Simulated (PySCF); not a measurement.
C5H12ClSi: g tensor and hyperfine couplings

C5H12ClSi (doublet state).
SMILES with atom numbers: `[CH3:1][SiH2:2][C:3]([CH3:4])[CH2:5][CH2:6][Cl:7]` (hydrogens: H8, H9, H10 on C1; H11, H12 on Si2; H13, H14, H15 on C4; H16, H17 on C5; H18, H19 on C6)

Cartesian coordinates in Å at the GFN2-xTB level; atoms count from 1:
```xyz
19
C5H12ClSi angstrom
C     -1.8431    1.7207    0.4682
Si    -1.6108   -0.1584    0.5861
C     -0.0387   -0.6529   -0.2721
C      0.2051   -2.0572   -0.6861
C      1.1020    0.2934   -0.4356
C      1.9211    0.3483    0.8571
Cl     3.2751    1.5034    0.7091
H     -1.0622    2.2570    0.9991
H     -1.8396    2.0627   -0.5626
H     -2.7918    2.0147    0.9059
H     -2.7382   -0.8518   -0.0536
H     -1.5996   -0.5313    2.0159
H      0.9972   -2.5093   -0.0816
H      0.5431   -2.1063   -1.7243
H     -0.6903   -2.6629   -0.5804
H      0.7384    1.3006   -0.6488
H      1.7577   -0.0206   -1.2522
H      1.3055    0.6813    1.6921
H      2.3593   -0.6223    1.0865
```

The hyperfine couplings belong to this conformer and change with its torsions.

Computed with PySCF, UKS B3LYP, pcH-1 on C Cl H Si, non-relativistic, mean-field spin-orbit, GIAO. One conformer (not necessarily the lowest) at the GFN2-xTB geometry, without solvent, vibrations or thermal averaging. The geometry wasn't refined by DFT: couplings that depend on bond lengths, twists or pyramidal angles can differ widely from those at the functional's own minimum. No stability test was run, so a lower SCF solution isn't excluded.

```
g1, g2, g3        : 2.00241, 2.00278, 2.00333
g_iso             : 2.00284
Form of g         : rhombic: the two nearest values differ by 40 % of g3 − g1
⟨S²⟩              : 0.7538 (exact 0.7500)
α and β electrons : 37, 36
Basis functions   : 315
```

Hyperfine couplings atom by atom, in MHz; T1 to T3 are the principal values of the dipolar part:

```
atom  isotope  a_iso  of which spin–orbit     T1     T2     T3  Mulliken spin population
  C1      13C    3.1                  0.0   -0.9   -0.6    1.5                      0.00
 Si2     29Si   45.5                 -0.1   -2.1   -0.7    2.8                     -0.03
  C3      13C   87.0                 -0.1  -73.8  -72.9  146.8                      0.96
  C4      13C  -30.4                  0.0   -2.5    0.4    2.1                     -0.08
  C5      13C  -27.0                  0.0   -2.0    0.0    1.9                     -0.08
  C6      13C  100.6                  0.0   -4.0   -3.9    7.9                      0.04
 Cl7     35Cl    1.7                  0.1   -3.7   -3.1    6.8                      0.02
  H8       1H    0.1                  0.0   -1.7   -1.5    3.3                      0.00
  H9       1H   -0.8                  0.0   -2.1   -1.8    3.9                      0.00
 H10       1H   -1.3                  0.0   -1.1   -1.1    2.3                      0.00
 H11       1H   27.4                  0.0   -3.2   -2.4    5.6                      0.02
 H12       1H   76.8                  0.0   -3.3   -1.4    4.7                      0.04
 H13       1H  123.5                  0.0   -5.1   -3.0    8.1                      0.05
 H14       1H   90.0                  0.0   -4.7   -4.0    8.7                      0.04
 H15       1H    3.6                  0.0   -4.6   -3.6    8.2                      0.00
 H16       1H   42.8                  0.0   -4.5   -4.3    8.8                      0.02
 H17       1H   20.5                  0.0   -4.2   -3.9    8.1                      0.01
 H18       1H   -2.8                  0.0   -4.9   -1.7    6.6                      0.00
 H19       1H   -3.4                  0.0   -4.3   -1.9    6.2                      0.00
```

The largest Mulliken spin populations are on C3 (+0.96), C4 (-0.08) and C5 (-0.08). No atom but C3 exceeds +0.15. The angles at C3 add up to 359.6°, so it is planar.

Axes: g3 points within 14° of the Si2–C3 bond.

Under fast tumbling the dipolar parts average out, and these isotropic splittings remain: 3 × 1H (H13/H14/H15, I = 1/2, 4 lines) with 2.58 mT, 2 × 1H (H11/H12, I = 1/2, 3 lines) with 1.86 mT, 2 × 1H (H16/H17, I = 1/2, 3 lines) with 1.13 mT, 2 × 1H (H18/H19, I = 1/2, 3 lines) with 0.11 mT and 1 × 35Cl (Cl7, I = 3/2, 4 lines) with 0.06 mT.

Means are taken over nuclei equivalent by connectivity, which assumes that they swap fast. The three 1H nuclei of mean +72.4 MHz run from 3.6 to 123.5 MHz in the frozen geometry. The 1H value of +52.1 MHz is a mean of couplings from 27.4 to 76.8 MHz in this one geometry, not an average over conformers. The 1H value of +31.7 MHz is a mean of couplings from 20.5 to 42.8 MHz in this one geometry, not an average over conformers.

Main isotope only: 35Cl (natural samples also hold 24 % 37Cl, magnetic too, which adds its own pattern).

The 13C coupling of C6 (100.6 MHz) shows only in satellite lines or after enrichment, since that isotope makes up about 1.07 % of natural carbon.

The 29Si coupling of Si2 (45.5 MHz) shows only in satellite lines or after enrichment, since that isotope makes up about 4.7 % of natural silicon.

Examples of negative spin density at the nucleus (bohr⁻³): Si2 (-0.0513), C4 (-0.0270) and C5 (-0.0240).
